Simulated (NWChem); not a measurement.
# C$_{3}$H$_{4}$BFO; SMILES C1OC(B1F)=C

```xyz
10

C      1.3287    -1.6165     0.0000
C      0.3571    -0.6973     0.0000
O     -1.0206    -0.9670     0.0000
C     -1.4627     0.4434     0.0000
B      0.0783     0.8302     0.0000
F      0.7862     1.9416     0.0000
H      1.1159    -2.6818     0.0000
H      2.3666    -1.3026     0.0000
H     -2.0617     0.6589    -0.8924
H     -2.0617     0.6589     0.8924
```
Atoms are numbered in this order, from 1.

All runs: NWChem. The geometry was optimised at B3LYP/6-31G* (spherical d). Hybrids' shares of exact exchange are those that their runs print; pure functionals count as 0. The functionals differ in more than this share.

```
row                     share of exact exchange  highest occupied level (eV)
----------------------  -----------------------  ---------------------------
PBE/def2-TZVP                              0.00                        -5.75
BLYP/def2-TZVP                             0.00                        -5.61
B3LYP/def2-TZVP                            0.20                        -6.74
PBE0/def2-TZVP                             0.25                        -6.97
PW6B95/def2-TZVP                           0.28                        -7.07
Hartree-Fock/def2-TZVP                     1.00                     withheld
```

Task: Fit a straight line of the last column on the one before it, predict the withheld value, and compare with the run.

Result: 
1. Means of the 5 shown rows: x = 0.146, y = -6.428. Slope Σ(x − x̄)(y − ȳ)/Σ(x − x̄)² = -0.3777/0.07432 = -5.082; intercept -5.686.
2. The shown rows scatter about the line by 0.051 (root mean square); the largest residual is +0.08, at BLYP/def2-TZVP.
3. At x = 1.00 (Hartree-Fock/def2-TZVP; beyond the shown range) the line gives -10.77.
4. The run gives -9.63, +1.14 from the line, 22.4 times the scatter.
